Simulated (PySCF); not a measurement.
## Relaxation of singlet ScOCl

These are results of PBE0 in PySCF with Sc def2-TZVP, O def2-TZVP, Cl def2-TZVP; no relativity; density-fitted integrals, not measurements. A (50,194) grid was used.

A hand-made bent start, of Cs symmetry, held to at least that symmetry:

```xyz
3
charge 0 multiplicity 1, angstrom
Sc   -0.5013    0.0000   -0.6819
O    -1.9184    0.0000    0.3104
Cl    1.5220    0.0000    0.7348
```

At each step, columns x, y, z (Å) and Fx, Fy, Fz (eV/Å):

```
step 0  E − E(last) = 28.59 kJ/mol
Sc  -0.501   0.000  -0.682  -1.399   0.000   3.061
O   -1.918   0.000   0.310   2.257   0.000  -2.103
Cl   1.522   0.000   0.735  -0.858   0.000  -0.958
step 1  E − E(last) = 4.97 kJ/mol
Sc  -0.500   0.000  -0.601   0.264   0.000   0.827
O   -1.917   0.000   0.263   0.124   0.000  -0.368
Cl   1.519   0.000   0.700  -0.388   0.000  -0.458
step 2  E − E(last) = 1.11 kJ/mol
Sc  -0.484   0.000  -0.548   0.201   0.000   0.121
O   -1.941   0.000   0.235  -0.209   0.000  -0.020
Cl   1.527   0.000   0.676   0.009   0.000  -0.101
step 3  E − E(last) = 0.35 kJ/mol
Sc  -0.476   0.000  -0.515  -0.226   0.000   0.073
O   -1.969   0.000   0.216   0.096   0.000  -0.099
Cl   1.548   0.000   0.663   0.130   0.000   0.026
step 4  E − E(last) = 0.13 kJ/mol
Sc  -0.478   0.000  -0.501  -0.194   0.000   0.042
O   -1.983   0.000   0.205   0.099   0.000  -0.068
Cl   1.563   0.000   0.659   0.095   0.000   0.026
step 5  E − E(last) = 0.00 kJ/mol
Sc  -0.482   0.000  -0.486  -0.030   0.000   0.007
O   -1.996   0.000   0.194   0.018   0.000  -0.004
Cl   1.580   0.000   0.656   0.012   0.000  -0.004
step 6  E − E(last) = 0.00 kJ/mol
Sc  -0.483   0.000  -0.485  -0.003   0.000   0.001
O   -1.997   0.000   0.192   0.001   0.000   0.006
Cl   1.582   0.000   0.656   0.002   0.000  -0.008
```

It ends at Cs with Sc–Cl 2.358 Å, Sc–O 1.659 Å; Cl–Sc–O 126.4° (after a last refinement on a finer grid). A frequency run shows a minimum. Other isomers or separated fragments may lie lower.

The relaxation took about 26 core-seconds on a shared host.
